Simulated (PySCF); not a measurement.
Compound: C₇H₁₀NO (charge +1).
Z-matrix (Å and degrees, PBE0-D3(BJ)/def2-SVP geometry), rows numbered from 1:
```
C 
O   1  1.4140
C   2  1.3262  1  119.95
C   3  1.4056  2  125.07  1     0.09
C   4  1.3906  3  120.31  2   179.94
C   5  1.3946  4  121.37  3     0.01
C   6  1.3888  5  117.01  4     0.13
N   7  1.4770  6  118.63  5  -179.46
C   7  1.3833  6  123.70  5    -0.20
H   1  1.1020  2  111.22  3   -61.15
H   1  1.1020  2  111.20  3    61.57
H   1  1.0956  2  106.17  3  -179.80
H   4  1.0899  3  120.42  2    -0.14
H   5  1.0918  4  119.32  3   179.90
H   6  1.0925  5  120.81  4   179.98
H   8  1.0293  7  111.72  6  -130.30
H   8  1.0277  7  111.04  6   -10.55
H   8  1.0302  7  111.90  6   109.38
H   9  1.0925  3  118.29  2     0.08
```

All values: wB97X-D/def2-SVPD (PySCF, non-relativistic), on one gas-phase PBE0-D3(BJ)/def2-SVP geometry that isn't relaxed in the solvent. The solvent is an IEF-PCM continuum (van der Waals radii × 1.2). Specific hydrogen bonds and non-electrostatic terms are outside this model.

Gas phase at wB97X-D/def2-SVPD: HOMO -12.28 eV, LUMO -3.08 eV.

What does the continuum do to the energy and the frontier levels at wB97X-D/def2-SVPD in chloroform?

```tsv
solvent	ε	E(solvent) − E(gas) (kJ/mol)	polarisation term (kJ/mol)	distortion of the solute (kJ/mol)	HOMO (eV)	LUMO (eV)
chloroform	4.711	-215.25	-224.58	9.33	-9.35	0.08
```

The first energy column is the sum of the next two and covers electrostatics alone.

Which radius a makes Born's formula ΔE = −(q²/2a)(1 − 1/ε) give the value in chloroform?

a = q²(1 − 1/ε)/(2|ΔE|) = 2.54 Å, with q = +1 e and |ΔE| = 0.0820 Eh; the farthest nucleus lies 4.14 Å from the centroid of the nuclei. The formula assumes a point charge at the centre of a sphere.

How does the static polarisability (wB97X-D/def2-SVPD, frozen core, with the continuum's full static response) change?

```
    medium  isotropic (au)  principal values (au)  ⟨r²⟩ of the electrons (bohr²)
       gas            90.7      56.5, 95.1, 120.5                         1327.7
chloroform           113.6     71.0, 122.7, 147.0                         1326.6
```

The isotropic value in chloroform is 1.25 times the gas-phase one; no cavity-field correction is applied. ⟨r²⟩ is taken about the centre of nuclear charge.

Note: wB97X-D ran without an empirical dispersion term, which enters the total energy and its gradient alone.
